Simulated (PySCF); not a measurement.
One of the candidates below gave these computed data.

All candidates are C4H10OSi.

| technique | computed result |
| --- | --- |
| Dipole | 1.83 D [CAM-B3LYP/def2-SVPD] |
| UV, first state | lowest singlet excitation: 6.98 eV (178 nm, f = 0.006) [TDDFT CAM-B3LYP/def2-SVPD] |
| Rotational structure | rotational constants A, B, C: 3.984, 2.745, 2.231 GHz [GFN2-xTB] |
| Triplet | lowest triplet excitation (Tamm–Dancoff): 6.72 eV [TDA CAM-B3LYP/def2-SVPD] |
| UV, strongest line | among the 8 lowest singlet transitions: S5 at 8.21 eV (151 nm, f = 0.084) [TDDFT CAM-B3LYP/def2-SVPD] |
| Polarisability | 75.4 au [CAM-B3LYP/def2-SVPD] |

The electronic properties come from PySCF, for the isolated species, density fitting. Levels stand in brackets. Isolated species at its GFN2-xTB geometry (one conformer only).

Question: Which candidate is it?
A. `C1C[SiH2]CCO1`
B. `CCCC(=O)[SiH3]`
C. `O[C@@H]1CC[SiH2]C1`

Answer: C. It is `O[C@@H]1CC[SiH2]C1`. Numbering: `[OH:1][C@@H:2]1[CH2:3][CH2:4][SiH2:5][CH2:6]1`. Its formula, C4H10OSi, gives 1 degree of unsaturation: 1 ring and 0 π bonds in the structure found. The optimised geometry has point group C1 and is an asymmetric top.

The others, at the same levels:
- `C1C[SiH2]CCO1` fails: its computed lowest singlet excitation is 7.18 eV (173 nm, f = 0.006) (against 6.98 eV), lowest triplet excitation (Tamm–Dancoff) is 7.01 eV (against 6.72 eV) and smallest rotational constant is 1.889 GHz (against 2.231 GHz).
- `CCCC(=O)[SiH3]` fails: its computed lowest singlet excitation is 3.50 eV (354 nm, f = 0.001) (against 6.98 eV), lowest triplet excitation (Tamm–Dancoff) is 2.86 eV (against 6.72 eV) and strongest line among the 8 lowest singlet transitions is S3 at 7.01 eV (177 nm, f = 0.121) (against S5 at 8.21 eV).

Each candidate is one conformer, not necessarily the lowest. Dipoles, sizes and rotational constants follow the conformer. The torsions of the flexible species, by atom-mapped SMILES:
- `[CH3:1][CH2:2][CH2:3][C:4](=[O:5])[SiH3:6]`: C1–C2–C3–C4 -176°, C2–C3–C4–O5 -122°

The conformers of `O[C@@H]1CC[SiH2]C1` aren't listed.
